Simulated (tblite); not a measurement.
Species: C₆H₇NO.
SMILES with atom numbers: `[CH:1]#[C:2][CH2:3][NH:4][C:5](=[O:6])[CH:7]=[CH2:8]` (hydrogens: H9 on C1; H10, H11 on C3; H12 on N4; H13 on C7; H14, H15 on C8)

Computed with GFN2-xTB (tblite), gas phase: L-BFGS steps from a force-field or distance-geometry start until the largest atomic force falls under 0.01 eV/Å.

Geometry at step 31:
```
atom  x, y, z in Å
C1     -1.9588   -2.5572   -0.3118
C2     -1.3536   -1.8431   -1.0577
C3     -0.6104   -0.8727   -1.8511
N4      0.4468   -0.2303   -1.0817
C5      0.1563    0.7141   -0.1410
O6     -0.9719    1.1252    0.0435
C7      1.3444    1.2408    0.5814
C8      1.1607    2.0419    1.6188
H9     -2.5002   -3.1834    0.3339
H10    -1.3231   -0.1027   -2.1778
H11    -0.1769   -1.3477   -2.7401
H12     1.3537   -0.6874   -1.0790
H13     2.3217    0.9493    0.2231
H14     1.9532    2.4866    2.1916
H15     0.1538    2.2746    1.9203
```

Q: What forces act on the atoms?

A: 
| atom | Fx (eV/Å) | Fy (eV/Å) | Fz (eV/Å) |
| --- | --- | --- | --- |
| C1 | 0.045 | 0.015 | 0.007 |
| C2 | 0.050 | 0.072 | 0.060 |
| C3 | -0.078 | -0.035 | -0.033 |
| N4 | 0.099 | -0.172 | -0.087 |
| C5 | -0.034 | -0.048 | -0.151 |
| O6 | 0.087 | -0.036 | -0.066 |
| C7 | -0.085 | -0.051 | 0.037 |
| C8 | 0.004 | 0.009 | 0.012 |
| H9 | 0.019 | -0.035 | -0.071 |
| H10 | 0.117 | 0.030 | 0.097 |
| H11 | 0.014 | 0.029 | 0.138 |
| H12 | -0.289 | 0.190 | 0.041 |
| H13 | 0.001 | 0.018 | 0.017 |
| H14 | 0.126 | -0.034 | -0.007 |
| H15 | -0.074 | 0.048 | 0.007 |

The largest, 0.35 eV/Å, acts on H12; the rms over all components is 0.084 eV/Å. The forces sum to zero within rounding, as they must for an isolated molecule in no field.

Q: Give the force on H12 in Eh/bohr and in nN.

A: 0.348 eV/Å ÷ 51.422 = 0.00677 Eh/bohr, and 0.348 eV/Å × 1.602 = 0.56 nN.

Q: How far is this geometry from the end of the optimisation?

A: 0.090 eV above it, and 0.642 Å rms away after alignment. The bonds farthest from their final lengths, with half the difference of the two atoms' forces along the bond (positive lengthens):

| bond | now (Å) | final (Å) | force along bond (eV/Å) |
| --- | --- | --- | --- |
| C3–N4 | 1.457 | 1.449 | +0.02 |
| N4–H12 | 1.016 | 1.008 | -0.25 |
| N4–C5 | 1.364 | 1.358 | +0.04 |
| C2–C3 | 1.457 | 1.451 | -0.04 |
| C3–H10 | 1.099 | 1.096 | -0.06 |
| C8–H14 | 1.074 | 1.076 | +0.03 |

The angle farthest from its final value is C1–C2–C3, 174.0° against 177.1°.

The cost below is that of the whole relaxation. Hardware: one thread of an Intel Xeon Platinum 8375C at 2.90 GHz (shared host). Cost: 0.82 s wall.
